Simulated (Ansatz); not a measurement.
One change: `B[BH][GeH3]` becomes `BB[SiH3]`.

Ansatz, PBE0-D4/def2-TZVP geometries, multiplicity 1. 

Scalar relativity is left out up to krypton.

```tsv
property	`B[BH][GeH3]`
ideal-gas entropy at 298 K and 1 bar (rigid rotor, harmonic PBE0-D4/def2-TZVP) / J/(mol·K)	326
HOMO–LUMO gap (PBE/def2-TZVPP) / eV	3.70
HOMO energy (B3LYP/def2-TZVPP) / eV	-7.70
HOMO energy (ωB97M-V/def2-TZVPP) / eV	-10.02
HOMO–LUMO gap (PBE0/def2-TZVPP) / eV	5.80
LUMO energy (PBE/def2-TZVPP) / eV	-3.04
```

(1) What does the change do to each property? (Estimate.)

## Answers

(1) Computed: 
```
                                                                                  property  `BB[SiH3]`  shift
ideal-gas entropy at 298 K and 1 bar (rigid rotor, harmonic PBE0-D4/def2-TZVP) / J/(mol·K)         315    -11
                                                       HOMO–LUMO gap (PBE/def2-TZVPP) / eV        3.68  -0.02
                                                       HOMO energy (B3LYP/def2-TZVPP) / eV       -7.82  -0.12
                                                     HOMO energy (ωB97M-V/def2-TZVPP) / eV      -10.17  -0.15
                                                      HOMO–LUMO gap (PBE0/def2-TZVPP) / eV        5.83   0.03
                                                         LUMO energy (PBE/def2-TZVPP) / eV       -3.14  -0.10
```

B3LYP here is the variant with VWN-RPA as its local correlation; programs differ in this.
